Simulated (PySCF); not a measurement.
## Relaxation of quartet [TcH5]-

Method: PySCF, UPBE0, basis Tc def2-TZVPD with ECP28, H def2-TZVPD (scalar-relativistic core potentials, no spin–orbit coupling, density fitting). A (50,194) grid was used.

A start at or just off a symmetric point, pushed along the force that breaks its symmetry, of C2v symmetry, free to break it:

```xyz
6
charge -1 multiplicity 4, angstrom
Tc    0.0008    0.0000    0.0000
H    -0.0055    0.0000    1.7707
H    -0.0055    0.0000   -1.7707
H     1.7280    0.0000    0.0000
H    -0.8964    1.4111    0.0000
H    -0.8963   -1.4112    0.0000
```

Optimiser trace:
```json
{"step": "0", "E − E(last) (kJ/mol)": "38.30", "largest gradient (Eh/bohr)": "0.01255"}
{"step": "1", "E − E(last) (kJ/mol)": "21.42", "largest gradient (Eh/bohr)": "0.00904"}
{"step": "2", "E − E(last) (kJ/mol)": "8.50", "largest gradient (Eh/bohr)": "0.00634"}
{"step": "3", "E − E(last) (kJ/mol)": "3.95", "largest gradient (Eh/bohr)": "0.00548"}
{"step": "4", "E − E(last) (kJ/mol)": "1.62", "largest gradient (Eh/bohr)": "0.00618"}
{"step": "5", "E − E(last) (kJ/mol)": "0.37", "largest gradient (Eh/bohr)": "0.00378"}
{"step": "6", "E − E(last) (kJ/mol)": "0.02", "largest gradient (Eh/bohr)": "0.00042"}
{"step": "7", "E − E(last) (kJ/mol)": "0.00", "largest gradient (Eh/bohr)": "0.00018"}
{"step": "8", "E − E(last) (kJ/mol)": "0.00", "largest gradient (Eh/bohr)": "0.00011"}
```

It ends at C2v with Tc–H 1.662 Å (×2), Tc–H 1.778 Å (×3); H–Tc–H 65.4°, H–Tc–H 89.5° (×2), H–Tc–H 90.4° (×4), H–Tc–H 147.3° (×2), H–Tc–H 179.0° (after a last refinement on a finer grid). A frequency run shows 4 imaginary modes, down to 450i cm⁻¹, so it is a higher-order saddle point. Other isomers or separated fragments may lie lower.

Final geometry:
Coordinates in bohr (charge -1 multiplicity 4):
```
Tc    0.0177    0.0000    0.0000
H     0.0474    0.0000    3.3604
H     0.0474    0.0000   -3.3604
H     3.3779    0.0001    0.0000
H    -2.6250    1.6961    0.0000
H    -2.6250   -1.6962    0.0000
```

Open d and f shells are described by one determinant, and the ground state may have another occupation or spin.

The relaxation took of the order of 110 core-seconds on a shared host.
